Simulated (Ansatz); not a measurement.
A made-up structure of AlHIF, singlet:

| atom | x (Å) | y (Å) | z (Å) |
| --- | --- | --- | --- |
| F1 | -1.2960 | -0.2024 | 1.1111 |
| Al2 | -0.1810 | 0.0941 | -0.0578 |
| I3 | 2.0654 | -0.8396 | 0.2519 |
| H4 | 3.4626 | -1.4878 | 0.9715 |

It is relaxed with PBE-D4/def2-SVP and then PBE0-D4/def2-TZVP (Ansatz 0.2.0). Atoms count as bonded within 1.22 times the sum of their covalent radii (H–H: 0.88 Å). The end point is not checked to be a true minimum.

Task: Does its bonding change? (Judge from chemistry; the calculation decides.)

Result: The calculation gives: Yes. Formed: none; broken: Al2–I3.

Where it ends: The first stage lowers the energy by 0.70 eV in 7 steps. It ends as a complex of AlF + HI:
F1  (-2.343, 0.389, 0.570)
Al2  (-0.750, -0.083, 0.566)
I3  (2.796, -1.139, 0.568)
H4  (4.348, -1.602, 0.572)
(Å)

For scale, one of the runs: PBE0-D4/def2-TZVP relaxation, 124 basis functions, launched by `ansatz run in.yaml --threads 2 --pin off --events-out ev --progress --plain --max-ram 4352MiB`. The run took about 89 s on 2 CPU threads of an Arm Neoverse V1 (shared host).
